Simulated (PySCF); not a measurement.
M06 on Ge⁻ (germanium, charge -1), [Ar] 3d10 4s2 4p3, high-spin 4S determinant. Calculation: PySCF 2.14, in aug-cc-pVTZ-PP with ECP10MDF (6s5p4d2f, 55 functions); scalar relativity through the core potential.

```
cycle= 1 E= -294.647874839826  delta_E= -0.00669  |g|= 0.0735  |ddm|= 0.397
cycle= 2 E= -294.648886917098  delta_E= -0.00101  |g|= 0.0514  |ddm|= 0.178
cycle= 3 E= -294.649459639492  delta_E= -0.000573  |g|= 0.00482  |ddm|= 0.0548
cycle= 4 E= -294.649450166773  delta_E= 9.47e-06  |g|= 0.00421  |ddm|= 0.111
cycle= 5 E= -294.649492258973  delta_E= -4.21e-05  |g|= 0.00108  |ddm|= 0.0546
cycle= 6 E= -294.649494445344  delta_E= -2.19e-06  |g|= 0.000232  |ddm|= 0.00716
cycle= 7 E= -294.649494525134  delta_E= -7.98e-08  |g|= 7.08e-05  |ddm|= 0.00198
cycle= 8 E= -294.649494535114  delta_E= -9.98e-09  |g|= 7.43e-06  |ddm|= 0.00129
cycle= 9 E= -294.649494535189  delta_E= -7.51e-11  |g|= 2.57e-06  |ddm|= 0.000149
converged SCF energy = -294.649494535189  <S^2> = 3.7509009  2S+1 = 4.0004504
```

Highest occupied orbital energy: 0.627 eV; ⟨L²⟩ = 0.00; populations by l: s 4.00, p 9.00, d 10.00, f 0.00.

Can this result be used?

With care. Self-consistency was reached. Energies and moments cover only the electrons outside the core potential. At M06 the highest occupied level has a positive energy, so only the finite basis holds that electron; in a semilocal or global hybrid functional this comes from self-interaction and does not mean that the real anion is unbound.
